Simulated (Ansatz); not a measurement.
`O[SiH2][SiH2]CCl` + `[ZnH2]` → `O[SiH2][SiH2][ZnH]` + `CCl`  (formal exchange of groups at the Si–C bond)

Computed with Ansatz on PBE0-D4/def2-TZVP structures; ΔE is electronic, products minus reactants. CCSD(T)/CBS adds triple-zeta CCSD(T) − MP2 to the extrapolated MP2 energy (def2 sets, frozen cores). This one scheme is used for every species. Functionals use def2-TZVPP. HSE06 is defined as in plane-wave codes. For Zn outer-core shells are correlated without core-valence functions, which leaves a few kJ/mol of doubt a bond. Scalar relativity is left out up to krypton. One conformer a species, not always the lowest.

`O[SiH2][SiH2]CCl`:

```xyz
12

O    -2.610    0.092   -1.198
Si   -0.964    0.268   -1.191
Si   -0.014   -0.428    0.845
C     1.723    0.301    1.012
Cl    2.669   -0.111   -0.449
H    -2.961   -0.798   -1.215
H    -0.344   -0.474   -2.324
H    -0.719    1.722   -1.370
H     0.086   -1.912    0.926
H    -0.829    0.044    2.003
H     1.699    1.388    1.087
H     2.263   -0.092    1.874
```

`[ZnH2]`:

```xyz
3

Zn    0.000    0.000    0.000
H    -0.735   -1.304   -0.379
H     0.735    1.304    0.379
```

`O[SiH2][SiH2][ZnH]`:

```xyz
10

O     0.404   -0.246   -2.209
Si    1.108    0.374   -0.843
Si    0.132   -0.427    1.133
Zn   -2.219   -0.103    1.253
H    -0.498    0.014   -2.400
H     2.538   -0.014   -0.944
H     1.022    1.866   -0.835
H     0.468   -1.875    1.281
H     0.805    0.290    2.260
H    -3.759    0.120    1.303
```

`CCl`:

Z-matrix (Å, degrees):
```
C
Cl 1 1.773
H 1 1.088 2 108.6
H 1 1.087 2 108.7 3 -120.0
H 1 1.088 2 108.7 3 120.0
```

**Question.** Is it downhill or uphill in electronic energy at CCSD(T)/CBS, and by how much? (An estimate is asked.)

**Answer.** Computed: Downhill: ΔE = -45.2 kJ/mol.

**Question.** What do these levels give: PBE-D4, HSE06-D4, B2PLYP, revPBE, PBE0, HSE06, CAM-B3LYP, LC-ωPBE, HF/def2-TZVPP, MP2/def2-TZVPP, CCSD(T)/def2-TZVPP, HF/def2-QZVPP? (An estimate is asked.)

**Answer.** Computed: PBE-D4 -51.8, HSE06-D4 -51.3, B2PLYP -46.0, revPBE -60.1, PBE0 -55.1, HSE06 -55.2, CAM-B3LYP -43.7, LC-ωPBE -45.6, HF/def2-TZVPP -44.3, MP2/def2-TZVPP -38.9, CCSD(T)/def2-TZVPP -41.9, HF/def2-QZVPP -44.1 kJ/mol.

Largest T1 diagnostic among the species: 0.016.

Leaving LDA and LC-ωPBE aside and taking each functional with its dispersion term where it has one, the values, not all of them listed here, spread over 12.4 kJ/mol, from PBE-D4 to CAM-B3LYP-D4. LDA lies +9.7 kJ/mol from PBE without D4. The D4 term adds +7.7 kJ/mol with B3LYP and +4.2 kJ/mol with PBE0; it sums over pairs of atoms, weighted by their polarisabilities, and B3LYP, whose exchange is more repulsive, gets the larger term.

B3LYP here is the variant with VWN-RPA as its local correlation; programs differ in this.
